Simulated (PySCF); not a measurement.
# F²⁺ (fluorine, charge +2) across methods

[He] 2s2 2p3, high-spin 4S determinant. Computed with PySCF 2.14 in dyall-av3z (15s9p3d2f, 71 functions), with the spin-free X2C one-electron Hamiltonian (Gaussian nucleus).

| method | E (hartree) | mean ε 2s α (eV) | mean ε 2s β (eV) | mean ε 2p α (eV) | Σ⟨r²⟩ (bohr²) | ⟨S²⟩ |
| --- | --- | --- | --- | --- | --- | --- |
| BP86 | -97.8975 | -70.448 | -63.545 | -51.572 | 5.023 | 3.751 |
| HSE06 | -97.8426 | -74.610 | -65.218 | -54.376 | 5.015 | 3.752 |
| r2SCAN | -97.8873 | -72.890 | -63.442 | -52.804 | 4.996 | 3.752 |
| LDA | -97.2454 | -69.955 | -63.151 | -51.604 | 5.058 | 3.751 |
| LC-wPBE | -97.8516 | -76.639 | -68.806 | -57.257 | 5.039 | 3.751 |
| PBE | -97.8151 | -70.438 | -63.284 | -51.562 | 5.038 | 3.751 |
| PBE0 | -97.8345 | -75.057 | -65.643 | -54.815 | 5.013 | 3.752 |
| UHF | -97.70194 | -88.206 | -70.814 | -63.882 | 4.976 | 3.754 |

(1) Estimate the same row for BHandHLYP.

Answers

(1) E (hartree) = -97.9095; mean ε 2s α (eV) = -79.373; mean ε 2s β (eV) = -68.217; mean ε 2p α (eV) = -57.894; Σ⟨r²⟩ (bohr²) = 5.001; ⟨S²⟩ = 3.752.
